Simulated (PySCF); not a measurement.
# Electron correlation in He (helium, neutral)

1s2, closed-shell 1S. Calculation: PySCF 2.14, in cc-pVTZ (3s2p1d, 14 functions); the non-relativistic Hamiltonian (point nucleus). Frozen: nothing; 2 electrons correlated.

Total MP2 correlation energy: -33.14 mhartree.

Same-spin part 0.00 and opposite-spin part -33.14 mhartree; SCS-MP2 scales them by 1/3 and 6/5 to -39.77 mhartree.

With two correlated electrons CCSD is exact within the correlated space (frozen core and kept virtual orbitals).

```tsv
level	correlation energy (mhartree)
CCSD	-39.08
```

Diagnostics: T1 = 0.0012, D1 = 0.0018, largest double amplitude 0.049.

Cost of the coupled-cluster step: 0.06 s of wall time on 1 thread of Neoverse-N1 (shared host), for 2 correlated electrons.

Iterations:

```
CC2 = 0
CCSD nocc = 1, nmo = 14
frozen orbitals []
max_cycle = 100
direct = 0
conv_tol = 1e-08
conv_tol_normt = 1e-06
diis_space = 8
diis_start_cycle = 0
Init t2, MP2 energy = -2.89429091381509  E_corr(MP2) -0.0331375690315734
Init E_corr(CCSD) = -0.0331375690323005
cycle = 1  E_corr(CCSD) = -0.037912718288753  dE = -0.00477514926  norm(t1,t2) = 0.0125857
cycle = 2  E_corr(CCSD) = -0.0388182943637132  dE = -0.000905576075  norm(t1,t2) = 0.00290025
cycle = 3  E_corr(CCSD) = -0.0390865271866018  dE = -0.000268232823  norm(t1,t2) = 0.000823024
cycle = 4  E_corr(CCSD) = -0.0390792667242437  dE = 7.26046236e-06  norm(t1,t2) = 9.49069e-05
cycle = 5  E_corr(CCSD) = -0.0390787905017426  dE = 4.76222501e-07  norm(t1,t2) = 2.45938e-06
cycle = 6  E_corr(CCSD) = -0.0390788224966347  dE = -3.1994892e-08  norm(t1,t2) = 2.31181e-07
cycle = 7  E_corr(CCSD) = -0.0390788235517728  dE = -1.05513809e-09  norm(t1,t2) = 4.19128e-09
CCSD converged
E(CCSD) = -2.900232168335295  E_corr = -0.03907882355177276
```
